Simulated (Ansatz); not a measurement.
Computed with Ansatz on PBE0-D4/def2-TZVP structures; ΔE is electronic, products minus reactants. CBS: MP2 limit from def2 TZ/QZ plus the TZ coupled-cluster correction, frozen cores. This one scheme is used for every species. Functionals use def2-TZVPP. def2 core potentials past Kr. For Sn outer-core shells are correlated without core-valence functions, which leaves a few kJ/mol of doubt a bond. Each species was taken in one conformer, which may not be the lowest.

Reaction (ligand exchange at the Si–S bond): `S[SiH2]Cl` + `[OH][SnH3]` → `Cl[SiH2][O][SnH3]` + H₂S

CCSD(T)/CBS gives -72.7 kJ/mol.

Q: Another level gave -76.8 kJ/mol. Which?
A. PBE0/def2-TZVPP
B. MP2/def2-TZVPP
C. SCS-MP2/def2-TZVPP
D. HF/def2-TZVPP

A: C. SCS-MP2/def2-TZVPP -76.8, PBE0 -56.9, HF/def2-TZVPP -88.1, MP2/def2-TZVPP -72.6 kJ/mol.

Largest T1 diagnostic among the species: 0.014.

From PBE to PBE0 (25 % exact exchange), in def2-TZVPP and without D4, ΔE moves by −6.9 kJ/mol. The D4 term adds −4.6 kJ/mol with B3LYP and −2.8 kJ/mol with PBE0; it sums over pairs of atoms, weighted by their polarisabilities, and B3LYP, whose exchange is more repulsive, gets the larger term.

B3LYP here is the variant with VWN-RPA as its local correlation; programs differ in this.
